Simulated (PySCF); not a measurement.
Electron correlation in Se⁺ (selenium, charge +1)

[Ar] 3d10 4s2 4p3, high-spin 4S determinant. Calculation: PySCF 2.14, in aug-cc-pVDZ-DK; the spin-free X2C one-electron Hamiltonian (Gaussian nucleus). Frozen: [Ar] 3d10; 5 electrons correlated.

MP2 pair energies summed by pair of shells (mhartree):

```csv
pair,energy,share (%)
4s-4p,-37.36,65.1
4p-4p,-13.53,23.6
4s-4s,-6.49,11.3
```

Total MP2 correlation energy: -57.38 mhartree.

Same-spin part -15.49 and opposite-spin part -41.89 mhartree; SCS-MP2 scales them by 1/3 and 6/5 to -55.43 mhartree.

| level | correlation energy (mhartree) |
| --- | --- |
| CCSD | -72.14 |
| (T) | -0.82 |
| CCSD(T) | -72.96 |

Diagnostics: T1 = 0.0017, D1 = 0.0031, largest double amplitude 0.045.

Q: Is a single reference adequate?

A: Yes, within this model without spin-orbit coupling: T1 lies below 0.03 and no double amplitude reaches 0.07.
